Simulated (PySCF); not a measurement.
PySCF input file for Cl2FH3Si2, SMILES F[SiH2][SiH](Cl)Cl, PBE-D3(BJ)/def2-SVP. The structure is a stationary point at PBE-D3(BJ)/def2-SVP. The structure was generated by enumeration, and PubChem lists no compound with its InChIKey, so it may never have been made. One conformer was computed; it need not be the lowest.

```python
import numpy as np
from pyscf import gto, scf, dft, df
from pyscf.hessian import thermo

mol = gto.M(
    atom='''
    Si    1.76923865    0.20812944   -0.22753659
    F     2.64515665   -0.63655356    0.87754746
    Si   -0.48321050    0.30262746    0.42451438
    Cl   -1.39186624    1.41760893   -1.08663085
    Cl   -1.26681234   -1.62232038    0.46844426
    H     1.84270132   -0.49214588   -1.55348408
    H     2.33791910    1.59500375   -0.33024284
    H    -0.79388863    0.95562252    1.73728290
    ''',
    basis='def2-SVP',
    charge=0,
    spin=0,
    max_memory=1600,
    verbose=3,
)
mf = dft.RKS(mol, xc='pbe').density_fit(auxbasis='def2-universal-jkfit')
mf.disp = 'd3bj'
mf.grids.level = 3
mf.conv_tol = 1e-11
mf.max_cycle = 100
mf.kernel()

# [left out here: the lines that compute and print the analytic Hessian (its translational invariance restored by hand, since the grid's response is missing), thermochemistry and intensities]
```

Output:

```
converged SCF energy = -1599.85693702611

WARN: DFTD3 does not support analytical Hessian, using finite difference


WARN: Mole.unit (angstrom) is changed to Bohr

Mode                                 0                   1                   2
Irrep
Freq [cm^-1]                       54.1187             64.9523            128.6466
Reduced mass [au]                   6.4022              8.2253              6.1356
Force const [Dyne/A]                0.0110              0.0204              0.0598
Char temp [K]                      77.8647             93.4519            185.0938
Normal mode                   x     y     z       x     y     z       x     y     z
       0  Si                 0.00  0.05  0.04    0.02 -0.06 -0.03    0.09  0.03  0.01
       1   F                -0.07 -0.14 -0.05   -0.07 -0.00  0.09    0.03 -0.02  0.02
       2  Si                -0.01  0.04 -0.00    0.03  0.03 -0.04    0.05 -0.03 -0.05
       3  Cl                -0.02 -0.02 -0.03   -0.08  0.03  0.02   -0.06 -0.03  0.02
       4  Cl                 0.06  0.01  0.02    0.07  0.01 -0.02   -0.08  0.03  0.00
       5   H                 0.01  0.22 -0.05    0.04 -0.19  0.04    0.23  0.14 -0.04
       6   H                 0.07  0.04  0.23    0.10 -0.10 -0.14    0.04  0.07  0.17
       7   H                -0.05  0.05 -0.02    0.08  0.01 -0.02    0.15 -0.01 -0.03
Mode                                 3                   4                   5
Irrep
Freq [cm^-1]                      164.2675            203.5898            403.0471
Reduced mass [au]                  10.2023             17.0269              3.8987
Force const [Dyne/A]                0.1622              0.4158              0.3731
Char temp [K]                     236.3444            292.9204            579.8950
Normal mode                   x     y     z       x     y     z       x     y     z
       0  Si                 0.00  0.04 -0.04    0.01 -0.04  0.06    0.10  0.04 -0.04
       1   F                -0.10  0.02  0.02    0.12 -0.02 -0.01   -0.01 -0.02  0.01
       2  Si                 0.01 -0.06 -0.06   -0.05 -0.00 -0.06   -0.05  0.03  0.07
       3  Cl                 0.04  0.06  0.01   -0.04  0.08 -0.03   -0.01  0.02 -0.03
       4  Cl                -0.01 -0.06  0.06    0.01 -0.04  0.04   -0.03 -0.06  0.00
       5   H                 0.16  0.11 -0.07    0.01 -0.02  0.04   -0.10 -0.13  0.03
       6   H                -0.05  0.07  0.08   -0.04 -0.02  0.07    0.32 -0.07 -0.23
       7   H                 0.07 -0.06 -0.04   -0.09  0.02 -0.07   -0.20 -0.02  0.05
Mode                                 6                   7                   8
Irrep
Freq [cm^-1]                      493.7789            522.0095            568.4361
Reduced mass [au]                   1.6673              9.6329             10.5241
Force const [Dyne/A]                0.2395              1.5466              2.0036
Char temp [K]                     710.4379            751.0554            817.8530
Normal mode                   x     y     z       x     y     z       x     y     z
       0  Si                 0.02 -0.05 -0.05   -0.04  0.00  0.03    0.01  0.01 -0.01
       1   F                 0.01  0.02  0.02   -0.01  0.00 -0.01   -0.00 -0.01  0.00
       2  Si                -0.03  0.02  0.07    0.12  0.01  0.06   -0.01 -0.13  0.05
       3  Cl                -0.01  0.01 -0.02   -0.04  0.04 -0.06   -0.03  0.03 -0.04
       4  Cl                 0.01 -0.01 -0.01   -0.02 -0.05 -0.00    0.03  0.08  0.00
       5   H                 0.49  0.25 -0.18   -0.15 -0.01  0.03   -0.03 -0.05  0.02
       6   H                -0.29  0.11  0.37   -0.07  0.01  0.01    0.03 -0.00 -0.06
       7   H                 0.08  0.07  0.08    0.20  0.01  0.08   -0.07 -0.21  0.08
Mode                                 9                  10                  11
Irrep
Freq [cm^-1]                      702.6560            720.9598            766.8339
Reduced mass [au]                   1.1438              1.0965              1.1051
Force const [Dyne/A]                0.3327              0.3358              0.3829
Char temp [K]                    1010.9655           1037.3006           1103.3032
Normal mode                   x     y     z       x     y     z       x     y     z
       0  Si                 0.00 -0.04 -0.02   -0.02 -0.00 -0.00    0.00 -0.01  0.01
       1   F                 0.00  0.04  0.02    0.02  0.02  0.01   -0.00  0.00 -0.01
       2  Si                 0.03 -0.00 -0.01   -0.04  0.00 -0.01    0.01  0.05 -0.02
       3  Cl                -0.00  0.00  0.00    0.01 -0.00 -0.01    0.00 -0.01 -0.00
       4  Cl                -0.00  0.00  0.00    0.00 -0.00 -0.00   -0.00  0.00  0.01
       5   H                -0.42  0.38 -0.26   -0.15  0.19 -0.12    0.11 -0.05  0.04
       6   H                 0.27 -0.12  0.39    0.47 -0.19  0.12   -0.13  0.05 -0.00
       7   H                -0.47 -0.06 -0.10    0.69 -0.18  0.26   -0.20 -0.83  0.36
Mode                                12                  13                  14
Irrep
Freq [cm^-1]                      823.1927            876.0092            911.2044
Reduced mass [au]                   1.9822              1.4693              1.4461
Force const [Dyne/A]                0.7914              0.6643              0.7074
Char temp [K]                    1184.3911           1260.3823           1311.0202
Normal mode                   x     y     z       x     y     z       x     y     z
       0  Si                -0.01  0.04 -0.05    0.08 -0.02  0.02    0.04 -0.04  0.06
       1   F                 0.06 -0.08  0.11   -0.05  0.04 -0.05   -0.05  0.04 -0.04
       2  Si                -0.01  0.01 -0.01   -0.03 -0.00 -0.00   -0.01 -0.00 -0.00
       3  Cl                 0.00 -0.00  0.00    0.00 -0.00  0.00   -0.00  0.00 -0.00
       4  Cl                 0.00 -0.00  0.00    0.00  0.00 -0.00    0.00  0.00 -0.00
       5   H                -0.39  0.21 -0.17   -0.51 -0.24  0.11   -0.02  0.52 -0.25
       6   H                -0.41  0.18 -0.20   -0.37  0.17  0.34   -0.15 -0.00 -0.57
       7   H                 0.10 -0.04  0.04    0.22  0.01  0.06    0.05  0.01  0.01
Mode                                15                  16                  17
Irrep
Freq [cm^-1]                     2167.4656           2180.5518           2187.6013
Reduced mass [au]                   1.0310              1.0431              1.0519
Force const [Dyne/A]                2.8539              2.9223              2.9660
Char temp [K]                    3118.5004           3137.3286           3147.4712
Normal mode                   x     y     z       x     y     z       x     y     z
       0  Si                 0.01  0.02 -0.02    0.00 -0.01 -0.01    0.01  0.03  0.02
       1   F                 0.00 -0.00  0.00   -0.00  0.00 -0.00   -0.00  0.00 -0.00
       2  Si                 0.00 -0.00 -0.01   -0.01  0.01  0.03   -0.00  0.01  0.01
       3  Cl                 0.00 -0.00  0.00   -0.00 -0.00  0.00   -0.00 -0.00 -0.00
       4  Cl                 0.00  0.00 -0.00   -0.00  0.00 -0.00   -0.00 -0.00 -0.00
       5   H                -0.01  0.25  0.45   -0.02  0.20  0.38    0.04 -0.33 -0.63
       6   H                -0.31 -0.76  0.05    0.03  0.07 -0.01   -0.21 -0.48  0.04
       7   H                -0.03  0.08  0.16    0.19 -0.38 -0.77    0.09 -0.17 -0.35
temperature 298.1500 [K]
pressure 101325.00 [Pa]
Rotational constants [GHz] 2.11841 1.25785 0.84711
Symmetry number 1
Zero-point energy (ZPE) 0.03176 [Eh]   83375.655 [J/mol]
                           tot       elec      trans        rot        vib
Entropy [J/mol/K]       379.986      0.000    171.161    122.778     86.047
Cv [J/mol/K]            102.729      0.000     12.472     12.472     77.786
Cp [J/mol/K]            111.044      0.000     20.786     12.472     77.786
Internal energy [J/mol]                      3718.434   3718.434  96228.440
Internal energy [Eh]   -1599.81745  -1599.85694
Enthalpy [J/mol]                             6197.391   3718.434  96228.440
Enthalpy [Eh]          -1599.81651
Gibbs free energy [J/mol]                  -44834.327 -32887.707  70573.514
Gibbs free energy [Eh] -1599.85966
mode   freq/cm-1   IR/(km/mol)
   1       54.12         1.988
   2       64.95         2.470
   3      128.65         5.438
   4      164.27         4.756
   5      203.59         2.710
   6      403.05        25.358
   7      493.78        11.571
   8      522.01        51.134
   9      568.44        81.710
  10      702.66        66.672
  11      720.96       161.599
  12      766.83        95.729
  13      823.19        26.499
  14      876.01       144.087
  15      911.20        98.899
  16     2167.47        81.450
  17     2180.55        20.255
  18     2187.60       137.897
max |gradient| / (hartree/bohr): 0.00013722658758138383
APT charges: [ 1.0962 -0.5739  1.2354 -0.5075 -0.5091 -0.2348 -0.2493 -0.2569]
```

The calculation finished and met its thresholds.

Cost: roughly 120 core-seconds.
